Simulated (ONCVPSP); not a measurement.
N: variants of one ONCV potential

Base potential:

N (Z = 7), optimised norm-conserving Vanderbilt (ONCV), made with ONCVPSP 4.0.1 (revPBE, scalar-relativistic). Core [He], reference 2s2 2p2 (charge +1). Waves: 2s: rc 0.90 bohr, ncon 4, nbas 8, qcut 6.3 1/bohr, 2 projectors, debl 2.6 Ha; 2p: rc 1.40 bohr, ncon 3, nbas 6, qcut 10.5 1/bohr, 3 projectors, debl 1.1 Ha; d scattering state at 0.05 Ha: rc 1.10 bohr, ncon 4, nbas 7, qcut 8.4 1/bohr, 1 projector. Local part: polynomial inside 0.90 bohr (lpopt 2, dvloc0 2 Ha). Core correction: none.

Cutoffs, loose and tight: the cutoffs (Ha) at which the residual kinetic energy of the hardest occupied pseudo-wave falls to 1 and 0.1 mHa per electron. They do not see the model core or the augmentation charge, which bear on the density cutoff. Test errors are all-electron minus pseudo excitation energies from the reference, over the configurations 2s2 2p3; 2s2 2p1; 2s2 2p0; 2s0 2p5. A dash means not determined; rows that change the core or the reference have their own tests.

```csv
change,outcome,"cutoff, loose","cutoff, tight",bound ghosts,GHOST(+) flags above zero,largest test error (meV)
base,generated,90 Ha,201 Ha,none,none,+321
p: nproj 1,generated,90 Ha,201 Ha,none,none,+321
"s: rc 0.72; local potential polynomial inside 0.72 bohr (lpopt 2, dvloc0 2 Ha)",generated,54 Ha,183 Ha,none,s,+316
"local potential polynomial inside 0.90 bohr (lpopt 2, dvloc0 8.5 Ha)",generated,90 Ha,201 Ha,none,none,+321
```

(1) What comes out with this change to the base: reference 2s2 2p2.75?

Results:

(1) outcome: generated; cutoff, loose: 81 Ha; cutoff, tight: 198 Ha; bound ghosts: none; GHOST(+) flags above zero: none; largest test error (meV): +403.
